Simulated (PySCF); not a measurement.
Method: B3LYP-D3(BJ)/def2-TZVP // BP86-D3(BJ)/def2-SVP in PySCF. All species are isolated molecules in the gas phase. One relaxed conformer stands for a flexible species; it need not be the lowest. B3LYP has the VWN-RPA correlation part, as in Gaussian. 

Reference species: [Sc(NH2)3] (neutral, multiplicity 1).

```yaml
HOMO–LUMO gap: 5.01 eV
charge on the central atom (Mulliken): 1.36 e
mean_distance_from_the_central_atom_to_its_bonded_neighbours: 1.992 Å
```

Changed species: [Sc(Br)3] (3 of 3 NH2 replaced by Br; the reference has 0 of 3 NH2 replaced by Br).

Task: Give the shifts of the HOMO–LUMO gap, charge on the central atom (Mulliken) and mean distance from the central atom to its bonded neighbours.

Result: the HOMO–LUMO gap falls by 0.39 eV, to 4.62 eV; the charge on the central atom (Mulliken) drops by 0.30 e, to 1.06 e; the mean distance from the central atom to its bonded neighbours rises by 0.432 Å, to 2.424 Å.
